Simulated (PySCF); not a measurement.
C2H7Si, SMILES [SiH](C)C, multiplicity 2. Coordinates come from a r2SCAN-D4/def2-SVP optimisation. The isomer is the one that the SMILES or the coordinates give; other isomers of the formula were not compared.

These are r2SCAN-D4/def2-SVP (PySCF) values and carry that method's errors.

Harmonic wavenumbers (cm⁻¹): 143, 157, 198, 490, 598, 645, 675, 731, 848, 857, 892, 1242, 1250, 1420, 1422, 1428, 1435, 2171, 3021, 3021, 3120, 3120, 3146, 3146. Rotational constants (GHz): 18.76, 5.906, 4.874; symmetry number 1.

Task: Work out the zero-point energy and the ideal-gas rigid-rotor harmonic-oscillator thermochemistry at 298.15 K and 1 atm.

Result: ZPE = ½ Σ hcν = ½ × 35176 cm⁻¹ = 50.29 kcal/mol. H − E(el) = 54.44 kcal/mol. Entropy in cal/(mol K): translation 38.15, rotation 23.90, vibration 10.25, spin 1.38, total 73.68. G − E(el) = 32.47 kcal/mol. Cp = 20.89 cal/(mol K). Modes under 150 cm⁻¹ make the vibrational entropy uncertain.
